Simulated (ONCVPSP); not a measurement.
# Before and after: ONCV potential for cerium (Ce)

```json
{
 "Element": "Ce",
 "Generator": "ONCVPSP 4.0.1",
 "Type": "optimised norm-conserving Vanderbilt (ONCV)",
 "Functional": "LDA (Perdew-Zunger)",
 "Relativity": "scalar-relativistic",
 "Frozen core": "[Kr] 4d10 4f1",
 "Valence charge": "11",
 "Reference configuration": "5s2 5p6 5d1.5 6s1.5",
 "Partial waves": "5s+6s: rc 2.50 bohr, ncon 4, nbas 8, qcut 5.3 1/bohr, 2 projectors; 5p: rc 2.35 bohr, ncon 4, nbas 7, qcut 6.2 1/bohr, 2 projectors, debl 1.1 Ha; 5d: rc 4.00 bohr, ncon 4, nbas 8, qcut 3.7 1/bohr, 2 projectors, debl 2.1 Ha",
 "Local potential": "polynomial inside 2.00 bohr (lpopt 5, dvloc0 4 Ha)",
 "Core correction": "Teter function, fcfact 5.5, rcfact 1.25"
}
```

Change: d: rc 5.76.

Cutoffs: the cutoffs (Ha) at which the residual kinetic energy of the hardest occupied pseudo-wave falls to 1 and 0.1 mHa per electron; they do not see the model core or the augmentation charge, which bear on the density cutoff. Errors are all-electron minus pseudo energies relative to the spin-unpolarised reference configuration.

**Question.** What does the change do?

**Answer.** The potential gets neither clearly harder nor softer (11 Ha and 14 Ha → 11 Ha and 14 Ha); the p channel sets the loose cutoff, while the largest relative change is in d, which becomes softer; of the 3 tests that both files solve, the error grows in 2 and shrinks in 1 by more than 15 % and 0.3 meV (median size 3.3 → 16.5 meV); neither file shows a bound ghost.

| quantity | base | changed |
| --- | --- | --- |
| cutoff, loose | 11 Ha | 11 Ha |
| cutoff, tight | 14 Ha | 14 Ha |
| loose cutoff by channel | s 8.9 Ha, p 11 Ha, d 4.6 Ha | s 8.9 Ha, p 11 Ha, d 3.3 Ha |
| bound ghosts | none | none |
| GHOST(+) flags under 300 eV | none | none |
| tests counted as reliable (solved cleanly; for ONCVPSP, near-neutral configurations with less than one 5d electron left out) | 3 of 4 | 3 of 4 |
| error for 5s2 5p6 5d1 6s2, meV [ΔE -0.41 eV] | +3.3 | +16 |
| error for 5s2 5p6 5d1 6s1, meV [ΔE 5.86 eV] | +0.6 | +21 |
| error for 5s2 5p6 5d1 6s0, meV [ΔE 17.21 eV] | -7.1 | -0.5 |
| s: phases at 2.54 bohr within 0.05 rad from the reference energy up to (Ha; the scan ends near 5) | 4.0 | 4.0 |
| p: phases at 2.39 bohr within 0.05 rad from the reference energy up to (Ha; the scan ends near 5) | to the end of the scan | to the end of the scan |
| rms error of d²Exc/dni dnj with the model core, mHa | 0.61 | 1.30 |

Base: Tests not counted: 5s2 5p6 5d0 6s2 6p1 (all-electron energy unsafe for a near-neutral lanthanide with less than one 5d electron, printed error +41 meV). Changed file: Tests not counted: 5s2 5p6 5d0 6s2 6p1 (all-electron energy unsafe for a near-neutral lanthanide with less than one 5d electron, printed error +227 meV).
